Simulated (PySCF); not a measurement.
Input for PySCF: R-BP86/LANL2DZ on CdH+, 2S+1 = 1, a spin state set in the input, which need not be the lowest, a point of a bond scan (R = 1.763 Å). Charge +1.

```python
from pyscf import gto, scf, dft, mp
from pyscf.data.elements import chemcore

mol = gto.M(
    atom='''
    Cd    0.00000000    0.00000000    0.00000000
    H     0.00000000    0.00000000    1.76251700
    ''',
    basis='lanl2dz',
    ecp={'Cd': 'lanl2dz'},
    charge=1, spin=0, verbose=3, max_memory=1800)
mf = dft.RKS(mol, xc='b88,p86')
mf.conv_tol = 1e-8
mf.max_cycle = 100
mf.kernel()
if not mf.converged:
    mf = mf.newton().run(mf.mo_coeff, mf.mo_occ)
```

Output:

```
converged SCF energy = -48.6079805777599
```

Self-consistency was reached.

Cost: roughly 0.6 core-seconds.
